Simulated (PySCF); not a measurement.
# How methods differ on the ionisation energy of Sb

Sb [Kr] 4d10 5s2 5p3 (4S) → Sb⁺ [Kr] 4d10 5s2 5p2 (3P), as a difference of total energies. Calculation: PySCF 2.14, in def2-TZVPPD with the def2 core potential (28 electrons) (7s5p4d2f, 56 functions); scalar relativity through the core potential. Correlated levels: valence: 4s2 4p6 4d10 frozen. The calculations carry no spin-orbit coupling.

| method | ionisation energy (eV) |
| --- | --- |
| UHF | 8.581 |
| MP2 (valence) | 8.983 |
| SCS-MP2 (valence) | 8.860 |
| CCSD (valence) | 8.967 |
| CCSD(T) (valence) | 8.996 |

Task: How much does correlation contribute at CCSD(T) (valence)?

Result: 8.996 − (8.581) = 0.415 eV, measured against UHF.

Errors of the correlated levels include the incompleteness of this basis and the frozen core.

For comparison: 9.124 eV (measured; NIST levels, between the centres of gravity of the two terms).
